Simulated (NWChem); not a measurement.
System: C2H9NSi; SMILES C[C@@H](N)[SiH3]

```xyz
13

C     -1.2039     1.2369     0.1087
C      0.0201     0.4856    -0.3983
N      1.2380     1.1332     0.0919
Si    -0.0275    -1.3735     0.0367
H     -1.1235     2.3045    -0.1504
H     -1.2909     1.1685     1.2064
H     -2.1350     0.8384    -0.3225
H      0.0318     0.5626    -1.5010
H      2.0712     0.6860    -0.2863
H      1.3025     1.0498     1.1065
H      1.2001    -2.0373    -0.5082
H     -0.0035    -1.5167     1.5289
H     -1.2308    -2.0943    -0.4927
```
Atoms are numbered in this order, from 1.

All runs: NWChem. Medium grid unless said otherwise, to which SCAN and Minnesota functionals are sensitive. Coordinates come from a PBE0/def2-SVP optimisation. Total energies of different functionals are on different scales.

```json
[
 {"level": "PBE/def2-TZVP", "energy (Ha)": "-425.5776", "highest occupied level (eV)": "-5.26", "orbital gap (eV)": "4.94", "dipole (D)": "0.21"},
 {"level": "B3LYP/def2-TZVP", "energy (Ha)": "-425.9485", "highest occupied level (eV)": "-6.38", "orbital gap (eV)": "6.61", "dipole (D)": "0.28"},
 {"level": "TPSSh/def2-TZVP", "energy (Ha)": "-425.9502", "highest occupied level (eV)": "-5.85", "orbital gap (eV)": "6.10", "dipole (D)": "0.26"},
 {"level": "LDA (Slater exchange, VWN5)/def2-TZVP", "energy (Ha)": "-423.5263", "highest occupied level (eV)": "-5.38", "orbital gap (eV)": "4.83", "dipole (D)": "0.24"},
 {"level": "M06-2X/def2-TZVP", "energy (Ha)": "-425.8229", "highest occupied level (eV)": "…", "orbital gap (eV)": "…", "dipole (D)": "…"},
 {"level": "PBE0/def2-TZVP", "energy (Ha)": "-425.6286", "highest occupied level (eV)": "-6.58", "orbital gap (eV)": "7.08", "dipole (D)": "0.27"}
]
```

Question: Some entries are withheld; supply them.

Answer: 
- M06-2X/def2-TZVP, highest occupied level (eV): -7.87
- M06-2X/def2-TZVP, orbital gap (eV): 9.02
- M06-2X/def2-TZVP, dipole (D): 0.44
